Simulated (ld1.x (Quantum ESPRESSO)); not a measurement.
## zirconium (Zr): excitation energies, all-electron against RRKJ

```
Element                 : zirconium (Zr)
Generator               : ld1.x (Quantum ESPRESSO) 7.5
Type                    : norm-conserving RRKJ (Kleinman–Bylander form)
Functional              : PBE
Relativity              : scalar-relativistic
Frozen core             : [Ar] 3d10
Valence charge          : 12
Reference configuration : 4s2 4p6 4d2 5s1 5p0 (charge +1)
Partial waves           : 4p (bound): rc 1.55 bohr; 4d (bound): rc 1.90 bohr; 4s (bound): rc 1.65 bohr
Local potential         : the s channel
Core correction         : none
```

Occupied shells without a wave of their own: 5s. They enter only through the test configuration that unscreens the potential.

Energies are relative to the spin-unpolarised reference configuration 4s2 4p6 4d2 5s1 5p0; without spin polarisation the order of configurations can differ from experiment.

```json
{"valence configuration": "4s2 4p6 4d2 5s2 5p0", "charge": "0", "ΔE all-electron (eV)": "-7.137", "error AE − PS (meV)": "+368"}
{"valence configuration": "4s2 4p6 4d2 5s0 5p0", "charge": "+2", "ΔE all-electron (eV)": "12.940", "error AE − PS (meV)": "-617"}
{"valence configuration": "4s2 4p6 4d1 5s0 5p0", "charge": "+3", "ΔE all-electron (eV)": "35.567", "error AE − PS (meV)": "-869"}
{"valence configuration": "4s2 4p6 4d2.5 5s1.5 5p0", "charge": "0", "ΔE all-electron (eV)": "-6.623", "error AE − PS (meV)": "+171"}
{"valence configuration": "4s2 4p6 4d2 5s1 5p1", "charge": "0", "ΔE all-electron (eV)": "-4.096", "error AE − PS (meV)": "+77"}
{"valence configuration": "4s2 4p6 4d3 5s1 5p0", "charge": "0", "ΔE all-electron (eV)": "-5.942", "error AE − PS (meV)": "+8.3"}
```

**Question.** What are ΔE and the potential's error for 4s1 4p6 4d2 5s2 5p0?

**Answer.** ΔE = 53.389 eV all-electron; the error (AE − PS) is +740 meV.

Levels in the configuration 4s2 4p6 4d2 5s2 5p0:

```
level  all-electron (eV)  pseudo (eV)
   4s            -54.505      -54.266
   4p            -32.461      -32.235
   4d             -3.599       -3.440
   5s             -4.439       -4.711
```

The 5s level has no wave, so the channel is fitted at the deeper level alone: the likely source of the large errors.

The potential misses its own reference levels by up to 0.5 eV.
